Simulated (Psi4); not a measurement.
C5H7O, doublet (typed; the unrestricted solution is spin-contaminated), geometry from GFN2-xTB; MP2.5/STO-3G run with Psi4 1.11.

Input for Psi4:
```
memory 2 GB

molecule {
0 2
  O    -1.82573338   -0.64971205    0.89879988
  C    -0.77375909   -0.31313800    0.37082882
  C     0.47307306   -0.99544363    0.42351030
  C     1.51669687   -0.29946568   -0.34396356
  C     0.93352357    1.09690470   -0.61562325
  C    -0.58130129    0.92105097   -0.50503971
  H     0.62167536   -1.93475276    0.92596102
  H     2.47468566   -0.27317861    0.18213016
  H     1.70193143   -0.83356765   -1.28581745
  H     1.28222283    1.78856572    0.15238514
  H     1.23813668    1.48806895   -1.58492652
  H    -1.03318178    0.71800635   -1.47861491
  H    -1.08900190    1.78510426   -0.07979190
}

set basis sto-3g
set reference uhf

energy('mp2.5')
print_variables()
```

It wrote (shortened):

```
    Information: MP2.5 default algorithm changed to DF in August 2020. Use `set mp_type conv` for previous behavior.
    For method 'MP2.5', SCF Algorithm Type (re)set to DISK_DF.

   => Loading Basis Set <=

    Name: STO-3G
    Role: ORBITAL
    Keyword: BASIS

         ---------------------------------------------------------
                                   SCF
               by Justin Turney, Rob Parrish, Andy Simmonett
                          and Daniel G. A. Smith
                              UHF Reference
         ---------------------------------------------------------

  ==> Geometry <==

    Molecular point group: c1
    Full point group: C1

    Geometry (in Angstrom), charge = 0, multiplicity = 2:

       Center              X                  Y                   Z               Mass
    ------------   -----------------  -----------------  -----------------  -----------------
         O           -1.763764198790    -0.617038654989     0.860999508840    15.994914619570
         C           -0.711789908790    -0.280464604989     0.333028448840    12.000000000000
         C            0.535042241210    -0.962770234989     0.385709928840    12.000000000000
         C            1.578666051210    -0.266792284989    -0.381763931160    12.000000000000
         C            0.995492751210     1.129578095011    -0.653423621160    12.000000000000
         C           -0.519332108790     0.953724365011    -0.542840081160    12.000000000000
         H            0.683644541210    -1.902079364989     0.888160648840     1.007825032230
         H            2.536654841210    -0.240505214989     0.144329788840     1.007825032230
         H            1.763900611210    -0.800894254989    -1.323617821160     1.007825032230
         H            1.344192011210     1.821239115011     0.114584768840     1.007825032230
         H            1.300105861210     1.520742345011    -1.622726891160     1.007825032230
         H           -0.971212598790     0.750679745011    -1.516415281160     1.007825032230
         H           -1.027032718790     1.817777655011    -0.117592271160     1.007825032230

  Running in c1 symmetry.

  Rotational constants: A =      0.24149  B =      0.11390  C =      0.08171 [cm^-1]
  Rotational constants: A =   7239.71639  B =   3414.51358  C =   2449.67390 [MHz]
  Nuclear repulsion =  226.722442117929432

  Charge       = 0
  Multiplicity = 2
  Electrons    = 45
  Nalpha       = 23
  Nbeta        = 22

  ==> Algorithm <==

  SCF Algorithm Type is DISK_DF.
  DIIS enabled.
  MOM disabled.
  Fractional occupation disabled.
  Guess Type is SAD.
  Energy threshold   = 1.00e-08
  Density threshold  = 1.00e-08
  Integral threshold = 1.00e-12

  ==> Primary Basis <==

  Basis Set: STO-3G
    Blend: STO-3G
    Number of shells: 25
    Number of basis functions: 37
    Number of Cartesian functions: 37
    Spherical Harmonics?: true
    Max angular momentum: 1

   => Loading Basis Set <=

    Name: (STO-3G AUX)
    Role: JKFIT
    Keyword: DF_BASIS_SCF

  ==> Integral Setup <==

  ==> DiskDFJK: Density-Fitted J/K Matrices <==

    J tasked:                  Yes
    K tasked:                  Yes
    wK tasked:                  No
    Integrals threads:           1
    Algorithm:                Core
    Integral Cache:           SAVE
    Schwarz Cutoff:          1E-12
    Fitting Condition:       1E-10

   => Auxiliary Basis Set <=

  Basis Set: (STO-3G AUX)
    Blend: DEF2-UNIVERSAL-JKFIT
    Number of shells: 192
    Number of basis functions: 578
    Number of Cartesian functions: 678
    Spherical Harmonics?: true
    Max angular momentum: 4

  Minimum eigenvalue in the overlap matrix is 1.9874519580E-01.
  Reciprocal condition number of the overlap matrix is 7.5085446336E-02.
    Using symmetric orthogonalization.

  ==> Pre-Iterations <==

  SCF Guess: Superposition of Atomic Densities via on-the-fly atomic UHF (no occupation information).

   -------------------------
    Irrep   Nso     Nmo
[...]
  @DF-UHF Final Energy:  -264.93535444463339
    Total Energy =                       -264.9353544446333899
  DIE_IF_NOT_CONVERGED          => (empty)
[...]
  REG_PARAM                     => (empty)
  RELATIVISTIC                  => (empty)
  REMP_A                        => (empty)
  RESTRICTED_DOCC               => (empty)
  RESTRICTED_UOCC               => (empty)
  RMS_MOGRAD_CONVERGENCE        => (empty)
  R_CONVERGENCE                 => (empty)
  SCF_TYPE                      => DISK_DF         !
  SCREENING                     => (empty)
  SCS_TYPE                      => (empty)
  SOCC                          => (empty)
  SOS_TYPE                      => (empty)
  TRIPLES_IABC_TYPE             => (empty)
  WFN                           => (empty)
  WFN_TYPE                      => DF-OMP2.5       !
  WRITER_FILE_LABEL             => (empty)
  ZORA_BASIS_TOLERANCE          => (empty)
  ZORA_NR_DEBUG                 => (empty)
  ZORA_PRUNING_SCHEME           => (empty)
  ZORA_RADIAL_POINTS            => (empty)
  ZORA_SPHERICAL_POINTS         => (empty)

	For this residual convergence, default PCG convergence is:     1.00e-07
	For this energy convergence, default residual convergence is:     3.16e-07

 ==============================================================================
 ==============================================================================
 ==============================================================================

                    DF-MP2.5
              Program Written by Ugur Bozkaya
              Latest Revision September 9, 2017

 ==============================================================================
 ==============================================================================
 ==============================================================================

	MO spaces...

	 FC   AOCC   BOCC  AVIR   BVIR   FV
	------------------------------------------
	  0    23    22    14     15     0

	Number of basis functions in the DF-CC basis: 386

	Total memory requirement for DF+CC int:      6.25 MB

	Computing DF-MP2 energy ...
	=======================================================================
	Nuclear Repulsion Energy (a.u.)    :   226.72244211792943
	DF-HF Energy (a.u.)                :  -264.93535444463339
	REF Energy (a.u.)                  :  -264.93535444463339
	Alpha-Alpha Contribution (a.u.)    :    -0.01971299016991
	Alpha-Beta Contribution (a.u.)     :    -0.22100780274204
	Beta-Beta Contribution (a.u.)      :    -0.02104093511819
	Scaled_SS Correlation Energy (a.u.):    -0.01358464176270
	Scaled_OS Correlation Energy (a.u.):    -0.26520936329044
	DF-SCS-MP2 Total Energy (a.u.)     :  -265.21414844968660
	DF-SOS-MP2 Total Energy (a.u.)     :  -265.22266458819803
	DF-SCS(N)-MP2 Total Energy (a.u.)  :  -265.00708135314045
	DF-MP2 Correlation Energy (a.u.)   :    -0.26176172803014
	DF-MP2 Total Energy (a.u.)         :  -265.19711617266353
	=======================================================================

	=======================================================================
	================ MP2.5 FINAL RESULTS ==================================
	=======================================================================
	Nuclear Repulsion Energy (a.u.)    :   226.72244211792943
	SCF Energy (a.u.)                  :  -264.93535444463339
	REF Energy (a.u.)                  :  -264.93535444463339
	Alpha-Alpha Contribution (a.u.)    :    -0.01960889473176
	Alpha-Beta Contribution (a.u.)     :    -0.24737039519597
	Beta-Beta Contribution (a.u.)      :    -0.02127811351694
	DF-MP3 Correlation Energy (a.u.)   :    -0.31475307885921
	DF-MP3 Total Energy (a.u.)         :  -265.25010752349260
	DF-MP2.5 Correlation Energy (a.u.) :    -0.28825740344467
	DF-MP2.5 Total Energy (a.u.)       :  -265.22361184807806
	=======================================================================

  Variable Map:
  ----------------------------------------------------------------------------
[...]
  Array Variable Map:
  ----------------------------------------------------------------------------
[...]
[...]
```
